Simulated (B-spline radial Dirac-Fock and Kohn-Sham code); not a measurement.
## How the settings move the core levels of Hf⁶⁺

ΔSCF core binding energies without Breit or QED terms, calculated with a B-spline atomic structure program. Keys: rel is the Hamiltonian (dirac, or spin-free x2c and nr, where L3 and M5 stand for the whole 2p and 3d shells), method is hf or an exchange,correlation pair (spin-unpolarised, also for the hole states), nuc the nuclear model, radius_factor scales its radius, rmax is the box in bohr, h the logarithmic mesh step, order the B-spline order, points the quadrature points per cell, c_factor scales the speed of light, and damp, ndamp, maxit and tol steer the iteration. The run stops when the commutator error falls below 10·tol·max(1, Z/10), or the numerical noise floor, and the energy has settled to about 1e-8 Ha; the virial ratio is −V/T.

Base input:

```json
{"items": [{"Z": 72, "q": 6, "cfg": [[1, 0, 2], [2, 0, 2], [2, 1, 6], [3, 0, 2], [3, 1, 6], [3, 2, 10], [4, 0, 2], [4, 1, 6], [4, 2, 10], [4, 3, 13], [5, 0, 2], [5, 1, 5]], "A": 180, "rrms": 5.347, "do": "settings", "holes": ["K", "L3", "M5"],
  "settings": [{"rel": "dirac", "method": "hf", "nuc": "fermi", "radius_factor": 1.0, "rmax": 45.0, "h": 0.3, "order": 8, "points": 10, "c_factor": 1.0, "maxit": 60, "damp": 0.5, "ndamp": 3, "tol": 1e-08}]}]}
```

The ground state converged in 10 iterations, with total energy -15079.97274 Ha, virial ratio 1.89445 and highest orbital energy -115.72 eV. ΔSCF binding energies: K (1s) 65757.7 eV, L3 (2p3/2) 9684.4 eV, M5 (3d5/2) 1763.1 eV.

Changes from the base run:

```csv
changed setting,Δ total energy (Ha),Δ K (eV),Δ L3 (eV),Δ M5 (eV),iterations
tol = 1e-06,0.00000,0.00,0.00,0.00,9
nuc = "gauss",-0.01386,+0.15,0.00,0.00,10
method = "pbesol",-1.91399,+20.30,-38.64,-11.75,10
method = "pbesol"; rmax = 30.0; tol = 1e-06,-1.91399,+20.30,-38.64,-11.75,9
radius_factor = 0.5,-1.43096,+15.96,-0.09,-0.02,10
c_factor = 1.5,+453.97483,-2977.51,-19.32,+21.88,10
nuc = "gauss"; rmax = 30.0; c_factor = 1.5,?,?,?,?,?
```

Q: What does the change nuc = "gauss"; rmax = 30.0; c_factor = 1.5 do?

A: The total energy moves by +453.97191 Ha and the binding energies by K -2977.47 eV, L3 -19.32 eV, M5 +21.88 eV; the run takes 10 iterations.
